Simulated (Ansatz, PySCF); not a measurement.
This Ansatz (a quantum-chemistry and plane-wave program) input computes a SVWN5/def2-TZVPD energy:

Ansatz 0.2 input:
```yaml
crystal:
  periodic: [false, false, false]
  atoms:
    - {symbol: Si, position_ang: [0.71247826, 0.20059103, -0.71774957]}
    - {symbol: C, position_ang: [2.28534425, -0.57686590, 0.13161672]}
    - {symbol: F, position_ang: [1.05057334, 1.80020275, -0.24878589]}
    - {symbol: N, position_ang: [-0.47429064, -0.25536830, 0.58565615]}
    - {symbol: Si, position_ang: [-2.10028121, -0.64392963, 0.30084199]}
    - {symbol: H, position_ang: [2.23040290, -1.67093250, 0.10815323]}
    - {symbol: H, position_ang: [3.20732618, -0.27625223, -0.37821064]}
    - {symbol: H, position_ang: [2.36376730, -0.25821710, 1.18170412]}
    - {symbol: H, position_ang: [-0.18835994, -0.17259187, 1.55692562]}
    - {symbol: H, position_ang: [-2.79291669, -0.87854306, 1.61124505]}
    - {symbol: H, position_ang: [-2.32792410, -1.88866851, -0.49398610]}
    - {symbol: H, position_ang: [-2.91024553, 0.39889419, -0.39934559]}
basis:
  gaussian:
    orbitals: def2-TZVPD
hamiltonian:
  xc: {name: SVWN5}
total_charge: -1
output: {forces: true}
```

Task: Write an input for the same energy in PySCF and say what it gives.

Result: 
```python
from pyscf import gto, scf, dft

mol = gto.M(
    atom='''
    Si    0.71247826    0.20059103   -0.71774957
    C     2.28534425   -0.57686590    0.13161672
    F     1.05057334    1.80020275   -0.24878589
    N    -0.47429064   -0.25536830    0.58565615
    Si   -2.10028121   -0.64392963    0.30084199
    H     2.23040290   -1.67093250    0.10815323
    H     3.20732618   -0.27625223   -0.37821064
    H     2.36376730   -0.25821710    1.18170412
    H    -0.18835994   -0.17259187    1.55692562
    H    -2.79291669   -0.87854306    1.61124505
    H    -2.32792410   -1.88866851   -0.49398610
    H    -2.91024553    0.39889419   -0.39934559
    ''',
    basis='def2-tzvpd',
    charge=-1,
    spin=0,
    verbose=4,
)

mf = dft.RKS(mol, xc='svwn').density_fit(auxbasis='def2-universal-jkfit')
mf.grids.level = 3
mf.conv_tol = 1e-9
mf.max_cycle = 100
mf.max_memory = 1500
mf.kernel()
if not mf.converged:
    mf = mf.newton()
    mf.kernel(mf.make_rdm1())
mf.analyze()
```
It gives -772.34235 Eh, and Ansatz -772.34224 Eh, a difference of 0.11 mEh, from the treatment of integrals and grids.

It need not be the lowest isomer of its formula. Whether it binds its extra electron was not tested at this geometry.
